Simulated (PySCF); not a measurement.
PySCF 2.14 output of an unrestricted TPSS calculation on a single atom or ion in cc-pVTZ-PP with ECP60MDF (5s5p4d2f1g, 63 functions), with a scalar-relativistic core potential:

```
SCF conv_tol = 1e-09
number electrons alpha = 8  beta = 4
    J. Tao, J. P. Perdew, V. N. Staroverov, and G. E. Scuseria.,  Phys. Rev. Lett. 91, 146401 (2003)
    J. P. Perdew, J. Tao, V. N. Staroverov, and G. E. Scuseria.,  J. Chem. Phys. 120, 6898 (2004)
    J. Tao, J. P. Perdew, V. N. Staroverov, and G. E. Scuseria.,  Phys. Rev. Lett. 91, 146401 (2003)
    J. P. Perdew, J. Tao, V. N. Staroverov, and G. E. Scuseria.,  J. Chem. Phys. 120, 6898 (2004)
cycle= 1 E= -66.4118230475986  delta_E= -0.00469  |g|= 0.0172  |ddm|= 0.111
cycle= 2 E= -66.4119188592631  delta_E= -9.58e-05  |g|= 0.00529  |ddm|= 0.0368
cycle= 3 E= -66.4119265846649  delta_E= -7.73e-06  |g|= 0.00043  |ddm|= 0.00489
cycle= 4 E= -66.4119267074776  delta_E= -1.23e-07  |g|= 0.000207  |ddm|= 0.00136
cycle= 5 E= -66.4119267325226  delta_E= -2.5e-08  |g|= 5.2e-05  |ddm|= 0.000513
cycle= 6 E= -66.4119267352056  delta_E= -2.68e-09  |g|= 3.69e-06  |ddm|= 0.000286
cycle= 7 E= -66.4119267352149  delta_E= -9.32e-12  |g|= 5.31e-08  |ddm|= 1.41e-05
converged SCF energy = -66.4119267352149  <S^2> = 6.0010141  2S+1 = 5.0004056
```

The run itself started from symmetry-adapted Hartree-Fock orbitals and held the occupation by maximum overlap, on a logarithmic radial grid, so the iterations belong to that start.

Question: Which element, charge and spin multiplicity is this?

Answer: W²⁺ (tungsten, charge +2), multiplicity 5; the state was [Xe] 4f14 5d4, high-spin 5D determinant.

Energies and moments cover only the electrons outside the core potential. Spin-orbit coupling, absent here, splits the open shell strongly.
